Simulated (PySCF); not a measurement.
Computed shifts of a molecule C3H8BFO, PBE0/pcSseg-1 run with PySCF, GIAO, gas phase, equivalent atoms averaged, in ppm (number of nuclei): ¹³C: 62.4 (1), 16.7 (1), 9.0 (1). ¹⁹F: -38.1 (1). ¹H: 3.90 (1), 3.76 (1), 1.93 (1), 1.32 (3), 1.12 (1), -0.31 (1). References: ¹³C against TMS (σ = 186.3 ppm); ¹¹B against BF3 (σ = 88.8 ppm); ¹⁹F against CFCl3 (σ = 167.2 ppm); ¹⁷O against H2O (σ = 334.2 ppm); ¹H against TMS (σ = 31.56 ppm), references at their B3LYP-D3(BJ)/def2-TZVP geometries, non-relativistic. The structure is a stationary point at r2SCAN-D4/def2-SVP. One conformer was computed; it need not be the lowest.

**Question.** Identify the compound among the candidates.
A. CCB(F)CO
B. CCOB(C)F
C. CC(C)B(O)F
D. CC(C)OBF

**Answer.** A, CCB(F)CO
